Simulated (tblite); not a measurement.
C3H5F3GeN2.
SMILES with atom numbers: `[N:1]#[C:2][GeH2:3][NH:4][CH2:5][C:6]([F:7])([F:8])[F:9]` (hydrogens: H10, H11 on Ge3; H12 on N4; H13, H14 on C5)

Computed with GFN2-xTB (tblite), gas phase: L-BFGS steps from a force-field or distance-geometry start until the largest atomic force falls under 0.01 eV/Å.

Geometry at step 14:
```
atom  x, y, z in Å
N1      1.8626    2.6999    0.1126
C2      1.9519    1.5826   -0.1307
Ge3     2.0249   -0.3178   -0.4041
N4      0.2495   -0.7789   -0.4134
C5     -0.6614    0.1393    0.2427
C6     -2.1157   -0.2934    0.1675
F7     -2.3030   -1.5018    0.7263
F8     -2.6204   -0.3622   -1.0661
F9     -2.8900    0.5798    0.8378
H10     2.8373   -0.8353    0.7710
H11     2.6798   -0.5716   -1.7427
H12     0.0552   -1.7439   -0.1754
H13    -0.5845    1.1024   -0.2628
H14    -0.4869    0.3004    1.3150
```

**Question.** Give the atomic forces at this geometry.

**Answer.** 
```
atom  Fx (eV/Å)  Fy (eV/Å)  Fz (eV/Å)
  N1      0.069     -0.244     -0.114
  C2     -0.020      0.237      0.091
 Ge3      0.168      0.148     -0.036
  N4      0.040     -0.015      0.042
  C5     -0.130      0.063     -0.012
  C6     -0.107      0.012     -0.050
  F7     -0.022      0.047      0.003
  F8      0.128     -0.052     -0.071
  F9      0.070     -0.169      0.011
 H10     -0.062     -0.024     -0.135
 H11     -0.174     -0.091      0.182
 H12     -0.066      0.007      0.009
 H13     -0.026      0.137      0.008
 H14      0.132     -0.058      0.072
```

The largest, 0.28 eV/Å, acts on N1; the rms over all components is 0.102 eV/Å. The forces sum to zero within rounding, as they must for an isolated molecule in no field.

**Question.** Give the force on N1 in Eh/bohr and in nN.

**Answer.** 0.278 eV/Å ÷ 51.422 = 0.00541 Eh/bohr, and 0.278 eV/Å × 1.602 = 0.45 nN.

**Question.** How far is this geometry from the end of the optimisation?

**Answer.** 0.397 eV above it, and 1.128 Å rms away after alignment. The bonds farthest from their final lengths, with half the difference of the two atoms' forces along the bond (positive lengthens):

| bond | now (Å) | final (Å) | force along bond (eV/Å) |
| --- | --- | --- | --- |
| Ge3–H10 | 1.519 | 1.498 | -0.07 |
| C6–F8 | 1.335 | 1.349 | -0.03 |
| C6–F9 | 1.346 | 1.333 | -0.09 |
| N4–C5 | 1.450 | 1.439 | +0.07 |
| Ge3–H11 | 1.512 | 1.504 | -0.15 |
| C5–H14 | 1.098 | 1.093 | +0.05 |

The angle farthest from its final value is N4–Ge3–H10, 115.8° against 104.0°.

Of the 4 listed bonds off by 0.010 Å or more, this force points towards the final length in 2.

What follows is the cost of the whole relaxation. The run took 4.3 s wall on one thread of an Intel Xeon at 2.50 GHz, no GPU, on a shared host.
